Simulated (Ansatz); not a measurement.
Total energies of Pb3SeBr4 (the lowest singlet isomer of a short search) from Ansatz at PBE-D4/def2-SVP, gas phase (1 Eh = 27.2114 eV = 2625.5 kJ/mol). The reference geometry is relaxed at PBE-D4/def2-SVP.

Cartesian coordinates in Å:
```
Pb -0.2186 -1.0877 -2.4938
Pb 0.1194 -1.2992 1.6926
Pb -0.7111 1.9878 0.3317
Se -1.8311 -0.5665 -0.2509
Br -1.3163 0.9319 3.0538
Br 0.5189 1.6400 -2.5265
Br 1.8748 0.8904 1.0066
Br 1.5640 -2.4967 -0.8137
```

```csv
state,geometry,energy (Eh)
charge 0 singlet,reference,-13273.89076
charge 1 doublet,reference,-13273.59240
charge 1 doublet,relaxed at PBE-D4/def2-SVP,-13273.60687
charge -1 doublet,reference,-13273.92339
free Pb atom (triplet),–,-192.85919
free Se atom (triplet),–,-2400.83018
free Br atom (doublet),–,-2573.40726
```

In the def2 sets Pb takes a core potential; there is no spin–orbit coupling.

Task: Work out the vertical ionisation energy to the doublet.

Result: E(charge 1 doublet) − E(charge 0 singlet) = -13273.59240 − (-13273.89076) = 0.29836 Eh = 8.12 eV. For comparison, −ε of the highest occupied level is 6.02 eV at this level, 2.10 eV less.

Task: Work out the vertical electron affinity, to the doublet.

Result: E(charge 0 singlet) − E(charge -1 doublet) = -13273.89076 − (-13273.92339) = 0.03263 Eh = 0.89 eV. The basis lacks diffuse functions, which makes affinities too small.

Task: Give the fundamental gap IE − EA, the Mulliken electronegativity (IE + EA)/2 and the hardness (IE − EA)/2.

Result: From the values in Eh: IE − EA = 0.29836 − 0.03263 = 0.26573 Eh = 7.23 eV; (IE + EA)/2 = 4.50 eV; (IE − EA)/2 = 3.62 eV. The HOMO–LUMO gap of the same run is 3.28 eV, 3.95 eV smaller than the fundamental gap.

Task: How much does the charge 1 doublet relax, and what is the adiabatic ionisation energy?

Result: Relaxation: -13273.59240 − (-13273.60687) = 0.01447 Eh = 0.39 eV. Adiabatic ionisation energy: 0.28389 Eh = 7.73 eV, without zero-point energy. 

Task: What is the binding energy per atom against free atoms?

Result: Atoms: 3 × (-192.85919) + 1 × (-2400.83018) + 4 × (-2573.40726) = -13273.03679 Eh. Binding: -13273.03679 − (-13273.89076) = 0.85397 Eh = 23.24 eV, or 2.90 eV for each of 8 atoms (no zero-point energy, no counterpoise term).

At PBE-D4/def2-SVP the gap within one spin of the charge 1 doublet nearly closes, so an electron or hole may be smeared out by delocalisation error. At PBE-D4/def2-SVP the gap within one spin of the charge -1 doublet nearly closes, so an electron or hole may be smeared out by delocalisation error. At PBE-D4/def2-SVP the highest occupied level of the charge -1 doublet lies above zero (up to 0.96 eV). By energy differences its removal costs 0.89 eV (vertical, to the charge 0 singlet, at PBE-D4/def2-SVP); self-interaction error and the lack of diffuse functions both raise the level.  

The structure comes from a short search, and lower isomers may exist.
